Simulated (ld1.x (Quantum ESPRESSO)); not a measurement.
Pseudopotential generation for N (Z = 7): RRKJ, PBE, non-relativistic.

* Element: nitrogen
* Generator: ld1.x (Quantum ESPRESSO) 7.5
* Type: norm-conserving RRKJ (Kleinman–Bylander form)
* Functional: PBE
* Relativity: non-relativistic
* Frozen core: [He]
* Valence charge: 5
* Reference configuration: 2s2 2p2 (charge +1)
* Partial waves: 2p (bound): rc 1.30 bohr; 2s (bound): rc 0.75 bohr
* Local potential: the s channel
* Core correction: none

All-electron outer shells of the reference configuration (PBE, non-relativistic, ld1.x):

```csv
shell,level (eV),outermost node (bohr),outermost maximum (bohr)
2s,-32.43,0.32,0.99
2p,-20.69,–,0.92
```

Q: Does the generator finish with these settings?

A: Yes, a potential is produced and its reference levels are reproduced.

Q: Estimate the cutoffs (Ry, on a coarse ladder) from which the occupation-weighted sum of valence levels, in a spherical-Bessel basis at the reference potential, stays within 10 and 1 mRy of its value at 400 Ry.

A: 110 Ry and 230 Ry.

Q: Does the potential have ghost states?

A: No extra level below or beside the all-electron valence levels (p, s, d, f tested).

Q: Tests: 2s2 2p3; 2s2 2p1; 2s2 2p0; 2s1 2p3; 2s1 2p4; 2s2 2p2.5; 2s2 2p3.3. Which has the largest error in its energy relative to the reference configuration, and how large is it?

A: 2s2 2p0, with +400 meV (all-electron minus pseudo) on +75.94 eV.
